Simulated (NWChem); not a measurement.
# Lowest excitation of H4N2Si

```xyz
7

Si     0.0000     0.0000    -0.6665
N      1.3245     0.0000     0.4435
H      1.2910     0.0000     1.4591
H      2.2784     0.0000     0.1014
N     -1.3245     0.0000     0.4435
H     -2.2784     0.0000     0.1014
H     -1.2910     0.0000     1.4591
```
Charge 0, spin multiplicity 1.

The numbers come from NWChem runs, not from measurements. Structure: optimised with PBE0/def2-SVP, a minimum by its harmonic frequencies. It is one conformer; others weren't searched.

Basis set: def2-SVPD.

Relative cost: rough, from shared machines, SCF included, CIS = 1.

The correlated methods keep 7 core orbitals frozen. B3LYP has NWChem's definition, with VWN1-RPA local correlation. The structure started from a generated list of species. No row is a measurement; the coupled-cluster row has its own basis-set and correlation limits.

```json
[
 {"method": "EOM-CCSD", "lowest vertical singlet excitation energy (eV)": "…", "relative cost": "4"},
 {"method": "TD-B3LYP", "lowest vertical singlet excitation energy (eV)": "5.28", "relative cost": "under 3"},
 {"method": "CIS", "lowest vertical singlet excitation energy (eV)": "5.63", "relative cost": "1"},
 {"method": "TDA-PBE0", "lowest vertical singlet excitation energy (eV)": "…", "relative cost": "under 3"},
 {"method": "TD-PBE", "lowest vertical singlet excitation energy (eV)": "…", "relative cost": "under 3"}
]
```

Question: Fill in the missing entries.

Answer: 
- EOM-CCSD, lowest vertical singlet excitation energy (eV): 5.45
- TDA-PBE0, lowest vertical singlet excitation energy (eV): 5.49
- TD-PBE, lowest vertical singlet excitation energy (eV): 5.20
